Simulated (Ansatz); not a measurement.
Wavefunction ladder for `[CH3][Sn]([Cl])[Cl]` radical

Cartesian coordinates in Å:
```
C 0.596 -0.690 0.503
Sn -1.130 0.128 -0.524
Cl -0.343 0.887 -2.602
Cl -1.718 2.074 0.653
H 0.300 -0.980 1.509
H 0.970 -1.540 -0.064
H 1.326 0.120 0.526
```

Total charge 0; spin multiplicity 2. Correlated methods include outer-core shells of Sn, which these sets cover unevenly. Sn takes the def2 core potential. The geometry is a stationary point of PBE0-D4/def2-TZVP. Frozen core, unrestricted reference, Ansatz.

| basis | HF (Eh) | MP2 corr. | CCSD corr. | (T) | CCSD(T) total |
| --- | --- | --- | --- | --- | --- |
| def2-SVP | -1171.72276 | -0.49511 | -0.54157 | -0.01411 | -1172.27844 |
| def2-TZVPP | -1172.09624 | -0.85356 | -0.89165 | -0.03457 | -1173.02246 |
| def2-QZVPP | -1172.12626 | -1.11698 | – | – | – |
